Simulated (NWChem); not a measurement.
# Correlation energy of C2HF2

```
C
F 1 1.3105
C 1 1.3116 2 124.80
F 1 1.3164 2 110.00 3 180.00
H 3 1.0831 1 140.00 2 180.00
```
Charge 0, spin multiplicity 2.

The numbers come from NWChem runs, not from measurements. All single points use one geometry, from UPBE0/def2-SVP, a minimum by its harmonic frequencies.

Basis set: 6-31G*. Each correlation energy counts from its own Hartree-Fock reference.

```
method           correlation energy (mHa)             remark
---------------  ------------------------  -----------------
UMP2                               -545.3  spin-contaminated
SCS-UMP2                           -523.3  spin-contaminated
CCSD on UHF                        -573.5  spin-contaminated
CCSD[T] on UHF                     -591.5  spin-contaminated
CCSD(T) on UHF                     -589.3  spin-contaminated
CCSD on ROHF                       -581.4                  -
CCSD[T] on ROHF                    -599.6                  -
CCSD(T) on ROHF                    -597.7                  -
```

The values span 76.3 mHa, from CCSD[T] on ROHF (lowest) to SCS-UMP2 (highest). 

The correlated methods keep 4 core orbitals frozen. The Pople sets run with spherical d functions. The structure started from a generated list of species. The unpaired electrons of the parent sit in orbitals of symmetry a' (Cs labels of the run); other states weren't searched. The stability of the SCF solutions was not checked. Open-shell Hartree-Fock references start from PBE0 orbitals. No row is a measurement; the coupled-cluster row has its own basis-set and correlation limits.
